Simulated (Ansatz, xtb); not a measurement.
**Isomers of CH3F3OSi in order of energy**

3 gas-phase structures of CH3F3OSi, found in a search over its isomers (lower ones may exist). Each was relaxed with GFN2-xTB; where two conformers were screened, the lower at r2SCAN-D4/def2-SVP//GFN2-xTB is listed:

A. `FCO[SiH](F)F`, a singlet
B. `OC[Si](F)(F)F`, a singlet
C. `CO[Si](F)(F)F`, a singlet

**Question.** Estimate their order in r2SCAN-D4/def2-SVP//GFN2-xTB energy at these geometries, lowest first.

**Answer.** Calculated order at r2SCAN-D4/def2-SVP//GFN2-xTB: C (0.0), B (27.9), A (42.0) kcal/mol.

Energies above the lowest of each column, in kcal/mol; the last columns are at r2SCAN-D4/def2-SVP geometries:

```tsv
structure	GFN2-xTB	HF/STO-3G	r2SCAN-D4/def2-SVP//GFN2-xTB	r2SCAN-D4/def2-SVP	CCSD(T)/def2-SVP + ΔMP2/def2-TZVPP
C	0.0	0.0	0.0	0.0	0.0
B	40.6	18.9	27.9	27.6	30.8
A	28.8	18.9	42.0	41.1	47.8
```

Every level run on C puts it lowest or level with the lowest. Flexible structures stand in one conformer each, not always the lowest. The ΔMP2 step shifts differences by up to 5.9 kcal/mol, which makes them less sure. ΔMP2 is the change of the MP2 energy from the smaller to the larger basis.

Programs: Ansatz 0.2.0, xtb 6.7.1.
